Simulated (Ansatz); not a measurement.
`[BH2][Ga]([CH3])[BH]O` and `[BH2][GaH][CH3]` differ in one atom or group.

Ansatz, PBE0-D4/def2-TZVP geometries, multiplicity 1. Each molecule was computed in one conformer, which needn't be the lowest.

Scalar relativity is left out up to krypton.

| property | `[BH2][Ga]([CH3])[BH]O` |
| --- | --- |
| HOMO–LUMO gap (B3LYP/def2-TZVPP) / eV | 4.20 |
| size of the dipole moment (ωB97M-V/def2-TZVPP) / D | 1.42 |
| HOMO–LUMO gap (PBE0/def2-TZVPP) / eV | 4.58 |
| size of the dipole moment (B3LYP/def2-TZVPP) / D | 1.43 |
| LUMO energy (PBE0/def2-TZVPP) / eV | -2.00 |
| LUMO energy (B3LYP/def2-TZVPP) / eV | -2.20 |

(1) Give the same properties after the change, and the shifts. (Estimate.)

Results:

(1) Computed: 
```json
{"property": "HOMO–LUMO gap (B3LYP/def2-TZVPP) / eV", "`[BH2][GaH][CH3]`": "4.77", "shift": "0.57"}
{"property": "size of the dipole moment (ωB97M-V/def2-TZVPP) / D", "`[BH2][GaH][CH3]`": "0.58", "shift": "-0.84"}
{"property": "HOMO–LUMO gap (PBE0/def2-TZVPP) / eV", "`[BH2][GaH][CH3]`": "5.18", "shift": "0.60"}
{"property": "size of the dipole moment (B3LYP/def2-TZVPP) / D", "`[BH2][GaH][CH3]`": "0.61", "shift": "-0.82"}
{"property": "LUMO energy (PBE0/def2-TZVPP) / eV", "`[BH2][GaH][CH3]`": "-2.11", "shift": "-0.11"}
{"property": "LUMO energy (B3LYP/def2-TZVPP) / eV", "`[BH2][GaH][CH3]`": "-2.32", "shift": "-0.12"}
```

With PBE0 the HOMO falls by 0.70 eV and the LUMO falls by 0.11 eV, so the gap widens by about 0.59 eV. PBE moves the HOMO by -0.66 eV and ωB97M-V by -0.77 eV. Dipoles are sizes alone; their direction can turn.

B3LYP here is the variant with VWN-RPA as its local correlation; programs differ in this.
